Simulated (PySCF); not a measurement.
Input of a response calculation (the driver script's job line, then coordinates in Å):

```
{"job": {"kind": "uv", "xc": "B3LYP", "basis": "def2-SVPD", "nstates": 8, "ntriplets": 3}, "charge": 0, "multiplicity": 1}
C     -0.294197     1.463084     0.137152
C     -0.319246     0.073039    -0.443418
C     -1.104954    -0.954292     0.328954
S      1.404851    -0.511720    -0.468298
O      1.476952    -1.871224    -0.898734
O      2.261035     0.444748    -1.093527
Cl     1.894468    -0.511438     1.510175
H      0.451526     2.061700    -0.381443
H     -1.265451     1.942885     0.031677
H     -0.038384     1.427507     1.193981
H     -0.576296     0.076013    -1.502837
H     -0.812023    -0.941506     1.376581
H     -0.906085    -1.944101    -0.075523
H     -2.172874    -0.755168     0.263094
```

Output (SCF cycles cut):

```
converged SCF energy = -1126.9015008892

Static polarisability (au): isotropic 77.510, principal 73.533 76.856 82.142

Singlet excitations
state   eV       nm        f      main configurations
  1   5.7266    216.5   0.00459   H->L 0.96
  2   6.2781    197.5   0.05360   H-1->L 0.86
  3   6.3446    195.4   0.00376   H-2->L 0.96
  4   6.5350    189.7   0.01795   H-3->L 0.93
  5   7.4099    167.3   0.00613   H-5->L 0.96
  6   7.5828    163.5   0.09432   H-4->L 0.85
  7   7.8417    158.1   0.00096   H-6->L 0.99
  8   8.0532    154.0   0.00046   H->L+1 0.82, H->L+2 0.12

Triplet excitations (Tamm-Dancoff, eV): 5.1424 5.4643 5.8714
```

Method: PySCF, TDDFT B3LYP/def2-SVPD, vertical, gas phase, core orbitals frozen in the response. One conformer (not necessarily the lowest) at the GFN2-xTB geometry, without solvent, vibrations or thermal averaging.

(1) What share of the summed oscillator strength falls to the strongest level in this window?

(2) What is the gap between the lowest singlet and the lowest triplet?

(3) How many basis functions and electrons does this run hold?

(4) Which orbital energies lie behind H and L?

(5) What is the total energy of state 8 at this geometry?

(6) Write the structure that the coordinates describe.

Results:

(1) State 6 at 164 nm: 0.0943 of 0.1818, or 52%.

(2) 5.7266 − 5.1424 = 0.5842 eV (full response against Tamm–Dancoff).

(3) 216 basis functions for 74 electrons in 37 doubly occupied orbitals.

(4) HOMO -8.75 eV and LUMO -1.78 eV, a gap of 6.97 eV; state 1 differs from that by -1.25 eV.

(5) -1126.90150 + 0.29595 = -1126.60555 hartree.

(6) isopropylsulfonyl chloride (`CC(C)S(=O)(=O)Cl`) (C3H7ClO2S), point group Cs.

H and L stand for HOMO and LUMO.

Conformer computed: `[CH3:1][CH:2]([CH3:3])[S:4](=[O:5])(=[O:6])[Cl:7]`: C1–C2–S4–O5 175°.
